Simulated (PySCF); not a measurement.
CH7ClN2Si, SMILES NC[Si@@H](N)Cl. Geometry: PBE-D3(BJ)/def2-SVP. The structure was generated by enumeration; whether it is a known compound was not checked. The values are those of a single conformer.

Method: PBE-D3(BJ)/def2-SVP run with PySCF.

Harmonic wavenumbers (cm⁻¹): 94, 116, 191, 222, 258, 309, 339, 474, 522, 618, 674, 775, 796, 847, 864, 897, 1047, 1072, 1214, 1324, 1373, 1499, 1592, 2176, 2962, 3027, 3393, 3472, 3474, 3568. Rotational constants (GHz): 4.954, 1.753, 1.401; symmetry number 1.

Question: Work out the zero-point energy and the ideal-gas rigid-rotor harmonic-oscillator thermochemistry at 298.15 K and 1 atm.

Answer: ZPE = ½ Σ hcν = ½ × 39190 cm⁻¹ = 56.03 kcal/mol. H − E(el) = 61.52 kcal/mol. Entropy in cal/(mol K): translation 40.02, rotation 27.67, vibration 18.41, total 86.10. G − E(el) = 35.85 kcal/mol. Cp = 29.08 cal/(mol K). Modes under 150 cm⁻¹ make the vibrational entropy uncertain.
